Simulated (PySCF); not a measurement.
# Br+: ionisation energy

Br+ [Ar] 3d10 4s2 4p4 (3P) → Br(2+) [Ar] 3d10 4s2 4p3 (4S), as a difference of total energies. Computed with PySCF 2.14 in aug-cc-pVDZ-PP with ECP10MDF, with scalar relativity through the core potential. Correlated levels: valence: 3s2 3p6 3d10 frozen. The calculations carry no spin-orbit coupling.

```csv
method,ionisation energy (eV)
UHF,20.157
B3LYP,21.468
M06-L,21.040
MP2 (valence),20.603
SCS-MP2 (valence),20.615
CCSD (valence),20.635
CCSD(T) (valence),20.648
```

Errors of the correlated levels include the incompleteness of this basis and the frozen core.

Question: Which method comes closest to the reference value, and which is furthest?

Answer: The reference is 21.409 eV (measured; NIST levels, between the centres of gravity of the two terms). Closest: B3LYP (error 0.059 eV); furthest: UHF (error -1.252 eV).
